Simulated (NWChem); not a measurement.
System: SiH₃Br; SMILES [SiH3]Br

Computed with NWChem. Coordinates come from a PBE0/def2-SVP optimisation. Isotropic polarisability at PBE0/def2-SVPD. A Cauchy series cut after its second term is a line in ω².

```
row      ω² (10⁻³ Ha²)  α (bohr³)
-------  -------------  ---------
static            0.00      50.42
1065 nm           1.83      50.92
589 nm            5.98      52.08
400 nm           12.97   withheld
```

**Question.** Fit a straight line of the last column on the one before it, predict the withheld value, and compare with the run.

**Answer.** 
1. Means of the 3 shown rows: x = 2.603, y = 51.140. Slope Σ(x − x̄)(y − ȳ)/Σ(x − x̄)² = 5.219/18.78 = 0.2779; intercept 50.417.
2. The shown rows scatter about the line by 0.004 (root mean square); the largest residual is -0.01, at 1065 nm.
3. At x = 12.97 (400 nm; beyond the shown range) the line gives 54.02.
4. The run gives 54.22, +0.20 from the line. The intercept estimates α(0), and the slope, 278 bohr³/Ha², the next Cauchy moment.
